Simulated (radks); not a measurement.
Ionisation of the holmium ion Ho+, [Xe] 4f11 6s1, to [Xe] 4f11 as the strength of local exchange is varied. Calculated with a radial shooting solver on a logarithmic mesh with Libxc functionals: Dirac Kohn-Sham, Slater X-alpha exchange (alpha = 2/3 is LDA exchange), no correlation, spin-unpolarised, spherical densities, finite nucleus; open shells fill j = l - 1/2 first; Fermi nuclear charge, rms radius 5.2022 fm.

alpha,E(Ho+) (hartree),exchange (hartree),IE (eV),-e of the level emptied (eV),<r> of it (bohr)
0.602,-12587.3871,-231.2568,10.819,8.003 (6s1/2),3.756
0.667,-12612.3841,-256.7889,11.133,8.321 (6s1/2),3.705
0.866,-12689.2524,-335.6183,12.147,9.364 (6s1/2),3.551
0.893,-12699.7209,-346.3903,12.290,9.512 (6s1/2),3.531
0.953,-12723.0176,-370.3933,12.612,9.847 (6s1/2),3.486

NIST Atomic Spectra Database: 11.78 eV (semi-empirical). The Delta-SCF value meets it near alpha = 0.79. Spin polarisation and multiplet splitting are left out, so open shells lie too high by an amount that depends on their filling.

Beside tabulated values, note that spin-unpolarised runs miss the spin-polarisation part of the exchange energy of open shells.
